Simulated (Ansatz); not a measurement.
CH4, charge +1, doublet, at a GFN2-xTB geometry (a state made from the parent by changing its charge; the spin is typed, not shown lowest); CASSCF(3,5)/6-31G in Ansatz (a program for electronic structure).

The Ansatz input:
Ansatz 0.2 input:
```yaml
crystal:
  periodic: [false, false, false]
  atoms:
    - {symbol: C, position_ang: [-0.00000000, 0.00000000, -0.00000000]}
    - {symbol: H, position_ang: [-0.87365336, -0.16709520, -0.66617404]}
    - {symbol: H, position_ang: [0.17676539, 1.08184332, -0.18261405]}
    - {symbol: H, position_ang: [-0.34635576, -0.53666404, 0.90939994]}
    - {symbol: H, position_ang: [1.04324373, -0.37808407, -0.06061185]}
basis:
  gaussian:
    orbitals: 6-31G
hamiltonian:
  xc: hf
total_charge: 1
correlation: {active_space: {window: {electrons: 3, orbitals: 5}}}
magnetization: {spin_polarized: false, initial_magnetization: 1}
```

Output, abridged:

```
Functional definition: HF
255 factors; integrals over basis functions are off by at most 2.3e-4 eV
mean field evaluation 1: about -1080.2453 eV, gradient 1.9e1 eV
mean field evaluation 2: about -1080.2421 eV, gradient 1.9e1 eV
mean field evaluation 4: about -1081.1115 eV, gradient 8.0e-1 eV
mean field evaluation 8: about -1081.1130 eV, gradient 8.6e-7 eV
mean field -1081.11298696 eV, -39.7301694661 hartree, gradient 3.6e-6 eV, S^2 0.750000; 0 other end points of the search recorded, 0 dependent functions left out
reference -1081.11298696 eV, -39.7301694661 hartree; 5, 4 occupied and 12, 13 virtual orbitals, 255 factors
state -1081.76527591 eV, -39.7541406427 hartree
Total energy: -1081.76527591 eV, -39.7541406427 hartree
```
